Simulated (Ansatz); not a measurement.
Molecule (SMILES): [AlH] (AlH) (closed-shell singlet).
Atoms: Al1, H2. Bonds: Al1-H2.

Basis-set convergence of the highest harmonic wavenumber at B3LYP with Ansatz (an electronic-structure program). Each level at its own minimum, finite differences of forces, unscaled; the reference is a large set that could be run, not a limit. Cartesian d functions, on some or all atoms, in 6-31+G*, 6-311+G**; all else is spherical. The program fits the integrals of some runs and decomposes those of others, by size. Core-valence sets carry the plain set on hydrogen. No added dispersion term, no relativity. Reference: the value in aug-pcseg-3, 1642 cm⁻¹, itself unsure by roughly 3 cm⁻¹ (its mean distance from aug-cc-pV(Q+d)Z, def2-QZVPPD, pcseg-3). Deviations are taken from unrounded values.

```
basis              functions  highest harmonic wavenumber (cm⁻¹)  minus reference (cm⁻¹)
-----------------  ---------  ----------------------------------  ----------------------
pcseg-0                   15                                1508                    -134
pcseg-1                   23                                1634                      -8
6-31+G*                   25                                1643                       1
6-311+G**                 37                                1643                       1
6-311++G(2d,2p)           45                                1641                      -1
pcseg-2                   48                                1641                      -2
6-311++G(3df,3pd)         65                                1641                      -2
cc-pCVTZ                  73                                1635                      -7
pcseg-3                   97                                1641                      -1
```

The smallest set listed that lies within 20 cm⁻¹ of the reference with all its larger relatives (same family, alike in diffuse functions; a set with none counts only in the reference's own line) is pcseg-1 (23 functions, -8 cm⁻¹ off). Inside, with no larger relative to test it: cc-pCVTZ.
